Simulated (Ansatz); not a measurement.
Program: Ansatz. Geometries: PBE0-D4/def2-TZVP. ΔE: electronic, gas phase. CBS: MP2 limit from def2 TZ/QZ plus the TZ coupled-cluster correction, frozen cores. This one scheme is used for every species. Functionals use def2-TZVPP. Each species was taken in one conformer, which may not be the lowest.

Consider the formal exchange of groups at the Si–O bond: `F[SiH2]OBS` + `[AlH2][Cl]` → `F[SiH2][AlH][Cl]` + `OBS`.

| level | ΔE (kJ/mol) |
| --- | --- |
| PBE0-D4 | 100.5 |
| PBE | 88.6 |
| r2SCAN | 112.4 |
| CCSD(T)/def2-TZVPP | 118.6 |

Problem. What does CCSD(T)/CBS give? (An estimate is asked.)

Solution. Computed: +119.0 kJ/mol. The listed levels differ from it by -18.5, -30.4, -6.6, -0.4 kJ/mol.

Largest T1 diagnostic among the species: 0.013.

From PBE to PBE0 (25 % exact exchange), in def2-TZVPP and without D4, ΔE moves by +9.5 kJ/mol. The D4 term adds +4.5 kJ/mol with B3LYP and +2.4 kJ/mol with PBE0; it sums over pairs of atoms, weighted by their polarisabilities, and B3LYP, whose exchange is more repulsive, gets the larger term. In def2-TZVPP, CCSD(T) changes the Hartree–Fock value by −20.1 kJ/mol (the triples alone add −2.3 kJ/mol) and MP2 by −11.5 kJ/mol.

B3LYP here is the variant with VWN-RPA as its local correlation; programs differ in this.
